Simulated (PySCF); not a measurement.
PySCF input:

```python
from pyscf import gto, scf, dft

mol = gto.M(
    atom='''
    Si    0.18717400    0.31922879    0.12919250
    C    -1.55607232    0.42223962    0.11288206
    F     1.03905858   -1.03881122   -0.36741006
    H     0.84802944    1.33184682   -0.76566127
    H     0.77494051    0.45485220    1.50724376
    H    -2.15657697   -0.04792029    0.88938033
    H    -2.10192230    0.60788147   -0.81025965
    ''',
    basis='def2-tzvpd',
    charge=-1,
    spin=0,
    verbose=4,
)

mf = dft.RKS(mol, xc='pw6b95').density_fit(auxbasis='def2-universal-jkfit')
mf.grids.level = 3
mf.conv_tol = 1e-9
mf.max_cycle = 100
mf.max_memory = 1500
mf.kernel()
if not mf.converged:
    mf = mf.newton()
    mf.kernel(mf.make_rdm1())
mf.analyze()
```

Problem. Which total energy does the run end on?

Solution. -430.38707 Eh (PW6B95/def2-TZVPD).

It need not be the lowest isomer of its formula. Whether it binds its extra electron was not tested at this geometry.
